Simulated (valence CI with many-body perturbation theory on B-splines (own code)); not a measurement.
# Cd¹⁷⁺: electric-dipole lines

Level of theory: configuration interaction combined with many-body perturbation theory (CI+MBPT): three valence electrons over a frozen Dirac-Fock core [Ar] 3d10, a basis of 11 s, 11 p, 10 d, 8 f, 5 g, 2 h functions for each j, with the one-electron correlation potential Σ1 (screened to all orders), the two-electron term Σ2, the three-electron term Σ3, Breit, model QED; selected single and double excitations, second order for the rest, scaled by the run's own slope (own B-spline code, finite nucleus).

No measured spectrum was set against this ion. As an estimate, levels hold to about 250 cm⁻¹ or 0.2 % of their energy and the worst to 1 %, as in measured heavy ions of charge 2 to 7; those with d or f electrons hold less well.

Lines 1 to 50 of 557 in falling wavelength, among levels below 1981700 cm⁻¹, chosen from the strongest by gf and those to the six lowest levels. Wavelengths and rates use the calculated energies, so an error of 1000 cm⁻¹ moves a line at 731.1 Å by 0.73 % and its rate by three times that or more. Electric multipoles are in the length gauge with retardation, E1 and E2 with the static RPA response of the core. Weak lines are less certain than strong ones. Lines between different terms over intervals too small for the method are left out, as are lines whose strength nearly cancels. Where a level lies close to another of its J and parity, the split of strength between their lines is uncertain. The highest levels of a list are the least certain.

Names give the largest LS component (configuration and term), which can be under half, so a name can repeat, a term be missing and a line seem to break the LS rules; names also repeat where a configuration has a term twice. Letters in brackets count levels of one name in rising energy.

```
λ vac (Å)                Upper                 Lower   A (s⁻¹)  S (a.u.)
    731.1      4s 4p 5p 4P_5/2  4s 4p 5s 2P°_3/2 [a]  7.84e+08  9.08e-01
    704.7      4s 4p 5p 4D_1/2      4s 4p 5s 4P°_1/2  2.63e+09  9.09e-01
    702.9      4s 4p 5p 4D_3/2      4s 4p 5s 4P°_3/2  1.82e+09  1.25e+00
    674.1       4s2 5p 2P°_1/2         4s2 5s 2S_1/2  3.22e+09  9.74e-01
    659.0  4s 4p 5p 4P_3/2 [b]      4s 4p 5s 4P°_5/2  2.27e+09  1.28e+00
    642.6      4s 4p 5p 4P_5/2      4s 4p 5s 4P°_5/2  2.74e+09  2.15e+00
    642.5      4s 4p 5p 2P_1/2  4s 4p 5s 2P°_1/2 [a]  2.95e+09  7.72e-01
    639.2      4s 4p 5p 4P_1/2      4s 4p 5s 4P°_3/2  3.63e+09  9.37e-01
    622.8      4s 4p 5p 4S_3/2  4s 4p 5s 2P°_3/2 [a]  2.31e+09  1.10e+00
    598.9      4s 4p 5p 2D_3/2  4s 4p 5s 2P°_1/2 [a]  2.79e+09  1.18e+00
    577.9      4s 4p 5p 4D_7/2      4s 4p 5s 4P°_5/2  5.73e+09  4.36e+00
    568.7      4s 4p 5p 4D_5/2      4s 4p 5s 4P°_3/2  5.94e+09  3.23e+00
    567.9       4s2 5p 2P°_3/2         4s2 5s 2S_1/2  5.23e+09  1.89e+00
    561.5  4s 4p 5p 4P_3/2 [a]      4s 4p 5s 4P°_1/2  5.25e+09  1.84e+00
    557.4      4s 4p 5p 4S_3/2      4s 4p 5s 4P°_5/2  2.51e+09  8.58e-01
    543.4      4s 4p 5p 2D_3/2      4s 4p 5s 4P°_3/2  2.46e+09  7.80e-01
    442.2        4s 4p2 4P_1/2        4s2 4p 2P°_3/2  7.72e+07  6.59e-03
    418.7        4s2 5d 2D_5/2        4s2 5p 2P°_3/2  1.62e+10  3.52e+00
    384.0        4s2 5d 2D_3/2        4s2 5p 2P°_1/2  1.53e+10  1.71e+00
    376.4        4s 4p2 4P_3/2        4s2 4p 2P°_3/2  1.41e+08  1.48e-02
    376.2          4p3 2D°_5/2         4s 4p2 2P_3/2  3.17e+09  4.99e-01
    353.5        4p2 4d 4F_9/2  4s 4p 4d 2F°_7/2 [a]  1.81e+09  3.95e-01
    352.4        4p2 4d 2G_7/2  4s 4p 4d 2F°_5/2 [b]  2.29e+09  3.95e-01
    345.6        4s 4p2 4P_5/2        4s2 4p 2P°_3/2  1.10e+09  1.34e-01
    339.0        4s 4p2 4P_1/2        4s2 4p 2P°_1/2  1.15e+09  4.41e-02
    336.5       4p 4d2 2H°_9/2       4s 4p 4f 4G_9/2  2.09e+09  3.93e-01
    320.1   4p 4d2 4G°_5/2 [a]       4s 4p 4f 4F_3/2  3.57e+09  3.47e-01
    311.5          4p3 2P°_1/2         4s 4p2 2S_1/2  1.05e+10  3.12e-01
    310.0        4p2 4d 2G_9/2  4s 4p 4d 2F°_7/2 [b]  4.49e+09  6.60e-01
    308.8       4p 4d2 4G°_9/2         4s 4d2 4F_9/2  3.69e+09  5.36e-01
    308.8  4p 4d2 4G°_11/2 [a]      4s 4p 4f 4G_11/2  2.61e+09  4.56e-01
    308.4    4p2 4d 2F_7/2 [b]  4s 4p 4d 2D°_5/2 [b]  3.13e+09  3.62e-01
    308.2    4p2 4d 2D_5/2 [a]  4s 4p 4d 2F°_7/2 [b]  3.99e+09  3.46e-01
    305.8      4p3 4S°_3/2 [a]         4s 4p2 2D_3/2  3.04e+09  1.72e-01
    302.5   4p 4d2 2F°_7/2 [a]         4s 4d2 4F_9/2  4.14e+09  4.52e-01
    300.3    4p2 4d 2F_7/2 [a]  4s 4p 4d 2F°_5/2 [a]  2.97e+09  3.17e-01
    298.5   4p 4d2 4F°_7/2 [a]   4s 4p 4f 4F_9/2 [b]  3.05e+09  3.20e-01
    296.4        4s 4p2 2D_3/2        4s2 4p 2P°_3/2  3.61e+08  1.85e-02
    295.3        4p2 4d 4F_9/2      4s 4p 4d 4D°_7/2  3.25e+09  4.13e-01
    294.5        4p2 4d 4F_5/2      4s 4p 4d 4D°_3/2  4.76e+09  3.60e-01
    292.7       4p 4d2 4G°_7/2   4s 4p 4f 4G_5/2 [a]  3.16e+09  3.13e-01
    289.8        4p2 4d 2G_9/2  4s 4p 4d 2F°_7/2 [a]  4.38e+09  5.27e-01
    287.7   4p2 4f 2G°_7/2 [a]   4s 4p 4f 4F_9/2 [a]  6.61e+09  6.21e-01
    285.6          4p3 2D°_5/2         4s 4p2 2D_5/2  9.50e+09  6.55e-01
    284.8   4p2 4f 4G°_9/2 [b]   4s 4p 4f 4F_9/2 [b]  2.77e+09  3.16e-01
    283.5       4p2 4f 2G°_9/2      4s 4p 4f 4G_11/2  5.19e+09  5.84e-01
    281.9   4p2 4f 4F°_7/2 [a]       4s 4p 4f 4G_9/2  5.03e+09  4.45e-01
    281.3    4p2 4d 2D_5/2 [b]  4s 4p 4d 2P°_3/2 [b]  5.81e+09  3.83e-01
    279.6          4p3 2P°_3/2         4s 4p2 2P_3/2  1.27e+10  5.49e-01
    279.4        4p2 4d 4F_7/2      4s 4p 4d 4F°_9/2  9.97e+09  8.58e-01
```
